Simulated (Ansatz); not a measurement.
Mulliken charges of CH5NOSi (`N=C(O)[SiH3]`) from ωB97M-V/def2-TZVPP in Ansatz (PBE0-D4/def2-TZVP geometry).

| atom | x (Å) | y (Å) | z (Å) | charge (e) |
| --- | --- | --- | --- | --- |
| N1 | 0.551 | 1.216 | -1.085 | -0.263 |
| C2 | 0.457 | 0.489 | -0.055 | 0.099 |
| O3 | 1.286 | 0.703 | 0.985 | -0.275 |
| Si4 | -0.752 | -0.945 | 0.252 | 0.169 |
| H5 | -0.126 | 0.956 | -1.796 | 0.122 |
| H6 | 1.860 | 1.445 | 0.735 | 0.189 |
| H7 | -1.602 | -1.053 | -0.960 | -0.021 |
| H8 | 0.003 | -2.204 | 0.464 | -0.010 |
| H9 | -1.588 | -0.655 | 1.443 | -0.010 |

Question: By hand: the dipole of these point charges (1 e Å = 4.8032 D).

Answer: Σ q r = (-0.195, -0.184, -0.027) e Å, of length 0.269 e Å = 1.29 D.

Question: How does the dipole of the full density compare? (Best estimate.)

Answer: Ansatz gave: (-0.151, -0.150, -0.009) e Å, 1.02 D; the point charges give 1.26 times that, at 4° from its direction.

Point charges leave out the atoms' own dipoles, such as those of lone pairs, and Mulliken's split depends on the basis, so the two needn't agree.
